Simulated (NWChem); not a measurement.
System: C3H5FO; SMILES O1CC(F)C1

NWChem printed, in part:

```
             Northwest Computational Chemistry Package (NWChem) 7.3.0
             --------------------------------------------------------

                             Geometry "geometry" -> ""
                             -------------------------

 Output coordinates in angstroms (scale by  1.889725989 to convert to a.u.)

  No.       Tag          Charge          X              Y              Z
 ---- ---------------- ---------- -------------- -------------- --------------
    1 F                    9.0000     0.27236500     1.71125500     0.00000000
    2 C                    6.0000    -0.44420800     0.55192900     0.00000000
    3 C                    6.0000    -0.01122400    -0.49429400     1.02517200
    4 O                    8.0000     0.21028500    -1.45927000     0.00000000
    5 C                    6.0000    -0.01122400    -0.49429400    -1.02517200
    6 H                    1.0000    -1.51645800     0.80438400     0.00000000
    7 H                    1.0000    -0.76264600    -0.82290100     1.76292500
    8 H                    1.0000     0.91509000    -0.19977100     1.55176500
    9 H                    1.0000     0.91509000    -0.19977100    -1.55176500
   10 H                    1.0000    -0.76264600    -0.82290100    -1.76292500

 Effective nuclear repulsion energy (a.u.)     186.1199772317

                                 NWChem DFT Module
                                 -----------------

 Summary of "ao basis" -> "ao basis" (spherical)
 ------------------------------------------------------------------------------
       Tag                 Description            Shells   Functions and Types
 ---------------- ------------------------------  ------  ---------------------
 F                           6-31g*                  6       14   3s2p1d
 C                           6-31g*                  6       14   3s2p1d
 O                           6-31g*                  6       14   3s2p1d
 H                           6-31g*                  2        2   2s

 in cosmo_initialize ...
 calling solv_data for solv:clbenzen

 solvent parameters
 solvname_short: clbenzen
 solvname_long:  chlorobenzene
 dielec:        5.6968
 dielecinf:     2.3229
 nonaqueous SMD model solvent descriptors
 dielec:        5.6968
 sola:          0.0000
 solb:          0.0700
 solc:          0.8570
 solg:         47.4800
 solh:          0.1430
 soln:          1.5241

          ---------------
          -cosmo- solvent
          ---------------
 Cosmo: York-Karplus, doi: 10.1021/jp992097l
 dielectric constant -eps-     =   5.70
 screen = (eps-1)/(eps    )    =   0.82446
 surface charge correction     = lagrangian

   van der Waals surface
 --------------------------

 ---------- ATOMIC COORDINATES (A.U.) ------------ VDWR(ANG.) --
     1    0.51469522    3.23380305    0.00000000     1.730
     2   -0.83943140    1.04299458    0.00000000     1.850
     3   -0.02121028   -0.93408022    1.93729417     1.850
     4    0.39738103   -2.75762044    0.00000000     2.294
     5   -0.02121028   -0.93408022   -1.93729417     1.850
     6   -2.86569009    1.52006535    0.00000000     1.200
     7   -1.44119197   -1.55505741    3.33144519     1.200
     8    1.72926935   -0.37751245    2.93241065     1.200
     9    1.72926935   -0.37751245   -2.93241065     1.200
    10   -1.44119197   -1.55505741   -3.33144519     1.200
 number of segments per atom =        128
 number of   points per atom =        128
 atom (   nspa,  nppa )
 ----------------------
    1 (     84,     0 )       0
    2 (     24,     0 )       0
    3 (     27,     0 )       0
    4 (     80,     0 )       0
    5 (     27,     0 )       0
    6 (     52,     0 )       0
    7 (     52,     0 )       0
    8 (     53,     0 )       0
    9 (     53,     0 )       0
   10 (     52,     0 )       0
 number of -cosmo- surface points =      504
 molecular surface =    109.728 angstrom**2
 molecular volume  =     93.544 angstrom**3
 -lineq- algorithm             =   0
 -bem- low  level              =   3
 -bem- from -octahedral-
 gaussian surface charge width =   4.50000
 degree of switching           =   1.00000
 switching function tolerance  =   0.00010
 atomic radii =
 --------------
    1  9.000  1.730
    2  6.000  1.850
    3  6.000  1.850
    4  8.000  2.294
    5  6.000  1.850
    6  1.000  1.200
    7  1.000  1.200
    8  1.000  1.200
    9  1.000  1.200
   10  1.000  1.200
 ...... end of -cosmo- initialization ......

 nat:                    10
 ixmem:                  5529
 calling mnsol_interface()
 G(SMD-CDS) energy (kcal/mol)  =    -0.865
 SMD-CDS SASA (angstrom**2)    =   125.476

            General Information
            -------------------
          SCF calculation type: DFT
          Wavefunction type:  closed shell.
          No. of atoms     :    10
          No. of electrons :    40
           Alpha electrons :    20
            Beta electrons :    20
          Charge           :     0
          Spin multiplicity:     1
          Use of symmetry is: off; symmetry adaption is: off
          Maximum number of iterations: 150
          AO basis - number of functions:    80
                     number of shells:    40
          Convergence on energy requested:  1.00D-06
          Convergence on density requested:  1.00D-05
          Convergence on gradient requested:  5.00D-04

              XC Information
              --------------
                         PBE0 Method XC Functional
                     Hartree-Fock (Exact) Exchange  0.250
          PerdewBurkeErnzerhof Exchange Functional  0.750
            Perdew 1991 LDA Correlation Functional  1.000 local
           PerdewBurkeErnz. Correlation Functional  1.000 non-local

             Grid Information
             ----------------
          Grid used for XC integration:  medium
          Radial quadrature: Mura-Knowles
          Angular quadrature: Lebedev.
          Tag              B.-S. Rad. Rad. Pts. Rad. Cut. Ang. Pts.
          ---              ---------- --------- --------- ---------
          F                   0.50       49           8.0       434
          C                   0.70       49           8.0       434
          O                   0.60       49           8.0       434
          H                   0.35       45          10.0       434
          Grid pruning is: on
          Number of quadrature shells:   470
          Spatial weights used:  Erf1

      Superposition of Atomic Density Guess
      -------------------------------------

 Sum of atomic energies:        -289.59860940

      Non-variational initial energy
      ------------------------------

 Total energy =    -292.185632
 1-e energy   =    -766.346454
 2-e energy   =     288.040845
 HOMO         =      -0.307665
 LUMO         =       0.114637

   convergence    iter        energy       DeltaE   RMS-Dens  Diis-err
 ---------------- ----- ----------------- --------- --------- ---------
     COSMO gas phase
 d= 0,ls=0.0,diis     1   -291.9246843866 -4.78D+02  1.44D-02  8.47D-01
 d= 0,ls=0.0,diis     2   -291.8880891915  3.66D-02  7.97D-03  1.40D+00
 d= 0,ls=0.0,diis     3   -292.0177858249 -1.30D-01  1.25D-03  2.34D-02
 d= 0,ls=0.0,diis     4   -292.0193797197 -1.59D-03  5.96D-04  3.52D-03
 d= 0,ls=0.0,diis     5   -292.0197441599 -3.64D-04  1.27D-04  2.20D-04
  Resetting Diis
 d= 0,ls=0.0,diis     6   -292.0197636057 -1.94D-05  3.74D-05  2.50D-05
 d= 0,ls=0.0,diis     7   -292.0197657606 -2.15D-06  7.28D-06  1.98D-07
 d= 0,ls=0.0,diis     8   -292.0197657646 -4.03D-09  3.51D-06  1.99D-07

   convergence    iter        energy       DeltaE   RMS-Dens  Diis-err
 ---------------- ----- ----------------- --------- --------- ---------
     COSMO solvation phase
 d= 0,ls=0.0,diis     1   -292.0259577665 -6.19D-03  1.29D-03  1.63D-03
 d= 0,ls=0.0,diis     2   -292.0262912093 -3.33D-04  2.94D-04  1.00D-03
 d= 0,ls=0.0,diis     3   -292.0263653900 -7.42D-05  1.03D-04  1.91D-04
 d= 0,ls=0.0,diis     4   -292.0263815658 -1.62D-05  2.51D-05  7.98D-06
 d= 0,ls=0.0,diis     5   -292.0263823057 -7.40D-07  7.53D-06  1.11D-06

         Total DFT energy =     -292.026382305750
      One electron energy =     -769.258085522176
           Coulomb energy =      328.209714573758
    Exchange-Corr. energy =      -36.947237737635
 Nuclear repulsion energy =      186.119977231689

             COSMO energy =       -0.150750851386

 Numeric. integr. density =       39.999994300053

                                COSMO-SMD solvation results
                                ---------------------------

             internal energy in gas <Psi(g)|H|Psi(g)> =      -292.019765764588
         internal energy in solvent <Psi(s)|H|Psi(s)> =      -292.019291837705
                               delta internal energy  =         0.000473926882 (    0.30 kcal/mol)
   total free energy in solvent <Psi(s)|H+V/2|Psi(s)> =      -292.025004332046
 polarization energy contribution <Psi(s)|V/2|Psi(s)> =        -0.005712494340 (   -3.58 kcal/mol)
    total free energy in solvent including G(SMD-CDS) =      -292.026382305750
                       G(SMD-CDS) energy contribution =        -0.001377973704 (   -0.86 kcal/mol)
     1 M fixed-concentration free energy of solvation =        -0.006616541162 (   -4.15 kcal/mol)

                       DFT Final Molecular Orbital Analysis
                       ------------------------------------

 Vector   18  Occ=2.000000D+00  E=-3.210079D-01
              MO Center= -9.4D-02,  2.5D-01,  4.0D-08, r^2= 2.5D+00
   Bfn.  Coefficient  Atom+Function         Bfn.  Coefficient  Atom+Function
  ----- ------------  ---------------      ----- ------------  ---------------
     5      0.350313   1 F  pz               19     -0.344861   2 C  pz
     9      0.267658   1 F  pz               33      0.250205   3 C  pz
    61      0.250205   5 C  pz               32     -0.170577   3 C  py
    60      0.170577   5 C  py               34     -0.160089   3 C  s
    62      0.160089   5 C  s                37      0.155144   3 C  pz

 Vector   19  Occ=2.000000D+00  E=-3.172160D-01
              MO Center= -8.1D-02, -2.6D-01, -3.6D-08, r^2= 2.7D+00
   Bfn.  Coefficient  Atom+Function         Bfn.  Coefficient  Atom+Function
  ----- ------------  ---------------      ----- ------------  ---------------
    46      0.417454   4 O  py               50      0.303021   4 O  py
     3      0.225656   1 F  px                4     -0.217257   1 F  py
    17     -0.212690   2 C  px               32     -0.212950   3 C  py
    60     -0.212950   5 C  py               18      0.199833   2 C  py
    72      0.180025   6 H  s                 7      0.166471   1 F  px

 Vector   20  Occ=2.000000D+00  E=-2.623742D-01
              MO Center=  1.7D-01, -1.0D+00, -4.9D-09, r^2= 2.0D+00
   Bfn.  Coefficient  Atom+Function         Bfn.  Coefficient  Atom+Function
  ----- ------------  ---------------      ----- ------------  ---------------
    45      0.552616   4 O  px               49      0.428386   4 O  px
    76     -0.196703   8 H  s                78     -0.196703   9 H  s
    31     -0.156587   3 C  px               59     -0.156587   5 C  px
    74      0.154471   7 H  s                80      0.154471  10 H  s
    75     -0.140916   8 H  s                77     -0.140916   9 H  s

 Vector   21  Occ=0.000000D+00  E= 9.082340D-02
              MO Center= -8.3D-02, -2.8D-01,  1.2D-09, r^2= 3.2D+00
   Bfn.  Coefficient  Atom+Function         Bfn.  Coefficient  Atom+Function
  ----- ------------  ---------------      ----- ------------  ---------------
    48     -0.835033   4 O  s                20      0.800262   2 C  s
    36     -0.679415   3 C  py               64     -0.679415   5 C  py
    22     -0.635492   2 C  py               50     -0.325734   4 O  py
    76      0.316412   8 H  s                78      0.316412   9 H  s
    34     -0.266168   3 C  s                62     -0.266168   5 C  s

 Vector   22  Occ=0.000000D+00  E= 1.135074D-01
              MO Center= -8.2D-01, -1.3D-01,  1.5D-08, r^2= 4.3D+00
   Bfn.  Coefficient  Atom+Function         Bfn.  Coefficient  Atom+Function
  ----- ------------  ---------------      ----- ------------  ---------------
    72      1.064650   6 H  s                74      0.894311   7 H  s
    80      0.894311  10 H  s                20     -0.594948   2 C  s
    21      0.587150   2 C  px               37     -0.443734   3 C  pz
    65      0.443734   5 C  pz               34     -0.402737   3 C  s
    62     -0.402737   5 C  s                48     -0.396621   4 O  s

 Vector   23  Occ=0.000000D+00  E= 1.356118D-01
              MO Center=  4.6D-01, -1.9D-01,  6.4D-09, r^2= 4.5D+00
   Bfn.  Coefficient  Atom+Function         Bfn.  Coefficient  Atom+Function
  ----- ------------  ---------------      ----- ------------  ---------------
    76      1.114165   8 H  s                78      1.114165   9 H  s
    34     -0.859915   3 C  s                62     -0.859915   5 C  s
    20     -0.850254   2 C  s                35     -0.468324   3 C  px
    63     -0.468324   5 C  px               37     -0.410253   3 C  pz
    65      0.410253   5 C  pz               74      0.379903   7 H  s

     Multipole analysis of the density
     ---------------------------------

     L   x y z        total         alpha         beta         nuclear
     -   - - -        -----         -----         ----         -------
     0   0 0 0     -0.000000    -20.000000    -20.000000     40.000000

     1   1 0 0     -0.551372     -0.391015     -0.391015      0.230658
     1   0 1 0      0.187481      0.220143      0.220143     -0.252806
     1   0 0 1      0.000000      0.000000      0.000000      0.000000

     2   2 0 0    -20.169825    -23.198791    -23.198791     26.227756
     2   1 1 0     -0.015038     -0.016721     -0.016721      0.018404
     2   1 0 1      0.000000      0.000000      0.000000      0.000000
     2   0 2 0    -26.537944   -102.960090   -102.960090    179.382237
     2   0 1 1      0.000000      0.000000      0.000000      0.000000
     2   0 0 2    -18.743365    -51.587894    -51.587894     84.432423
```

Level: PBE0/6-31G* (spherical d), SMD on the gas-phase geometry. Coordinates come from a PBE0/def2-SVP optimisation. Solvent: chlorobenzene.

### Question
Write an input that gives this output.

### Answer
One answer among several that fit: the input that was run:
```
start job
memory heap 200 mb stack 900 mb global 1100 mb
geometry units angstroms noautosym nocenter noautoz
  F      0.272365     1.711255     0.000000
  C     -0.444208     0.551929     0.000000
  C     -0.011224    -0.494294     1.025172
  O      0.210285    -1.459270     0.000000
  C     -0.011224    -0.494294    -1.025172
  H     -1.516458     0.804384     0.000000
  H     -0.762646    -0.822901     1.762925
  H      0.915090    -0.199771     1.551765
  H      0.915090    -0.199771    -1.551765
  H     -0.762646    -0.822901    -1.762925
end
basis spherical
  F library 6-31g*
  C library 6-31g*
  O library 6-31g*
  H library 6-31g*
end
dft
  xc pbe0
  iterations 150
end
cosmo
  do_cosmo_smd true
  solvent clbenzen
end
task dft energy
```
